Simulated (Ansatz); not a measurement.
Program: Ansatz. Geometries: PBE0-D4/def2-TZVP. ΔE: electronic, gas phase. CBS: MP2 limit from def2 TZ/QZ plus the TZ coupled-cluster correction, frozen cores. This one scheme is used for every species. Functionals use def2-TZVPP. B3LYP here is the variant with VWN-RPA as its local correlation; programs differ in this. def2 core potentials past Kr. For Cd outer-core shells are correlated without core-valence functions, which leaves a few kJ/mol of doubt a bond. Each species was taken in one conformer, which may not be the lowest.

`C[CH2][Cd][Cl]` + `NB(S)S` → `[NH2][Cd][Cl]` + `CCB(S)S`  (redistribution)

`C[CH2][Cd][Cl]`:

Cartesian coordinates in Å:
```
C 0.841 -0.282 0.848
C 0.367 0.369 -0.443
Cd -1.677 0.075 -0.885
Cl -3.901 -0.244 -1.369
H 0.709 -1.367 0.836
H 1.907 -0.091 1.013
H 0.308 0.099 1.722
H 0.522 1.450 -0.419
H 0.924 -0.011 -1.303
```

`NB(S)S`:

```xyz
8

N    -0.890   -0.195    0.846
B     0.179    0.129    0.007
S     1.422    1.323    0.605
S     0.402   -0.578   -1.656
H    -1.613   -0.844    0.595
H    -1.002    0.204    1.762
H     2.195    1.316   -0.491
H    -0.695   -1.354   -1.669
```

`[NH2][Cd][Cl]`:

```xyz
5

N    -0.368   -0.988    0.375
Cd    0.524    0.731   -0.153
Cl    1.685    2.624   -0.644
H    -1.243   -0.817    0.859
H    -0.598   -1.549   -0.437
```

`CCB(S)S`:

Cartesian coordinates in Å:
```
C 1.170 -1.324 -0.003
C 0.751 0.039 0.537
B -0.580 0.649 -0.038
S -0.802 2.427 0.147
S -1.773 -0.464 -0.796
H 1.353 -1.286 -1.080
H 2.086 -1.677 0.477
H 0.399 -2.078 0.170
H 1.564 0.763 0.411
H 0.604 -0.027 1.624
H -2.036 2.554 -0.367
H -2.738 0.424 -1.084
```

| level | ΔE (kJ/mol) |
| --- | --- |
| PBE-D4 | 84.2 |
| B3LYP-D4 | 88.1 |
| ωB97M-V | 85.1 |
| r2SCAN | 86.0 |

(1) What does CCSD(T)/CBS give? (Estimate.)

(2) What do rigid-rotor, harmonic-oscillator terms from PBE0-D4/def2-TZVP frequencies (298.15 K, 1 bar) make of the CCSD(T)/CBS value? (Best estimate.)

Largest T1 diagnostic among the species: 0.014.

Answers

(1) The calculation gave: +80.9 kJ/mol. The listed levels differ from it by 3.3, 7.2, 4.2, 5.1 kJ/mol.

(2) Ansatz gave: ΔZPE = -2.2 kJ/mol, ΔH = +78.6 kJ/mol, ΔS = -4 J/(mol·K), ΔG = +79.9 kJ/mol. Modes under 50 cm⁻¹ make the entropy rough.

At CCSD(T), def2-SVP lies +8.1 kJ/mol from the extrapolated value and def2-TZVPP +2.4 kJ/mol. The D4 term adds −3.1 kJ/mol with B3LYP and −1.9 kJ/mol with PBE0; it sums over pairs of atoms, weighted by their polarisabilities, and B3LYP, whose exchange is more repulsive, gets the larger term.
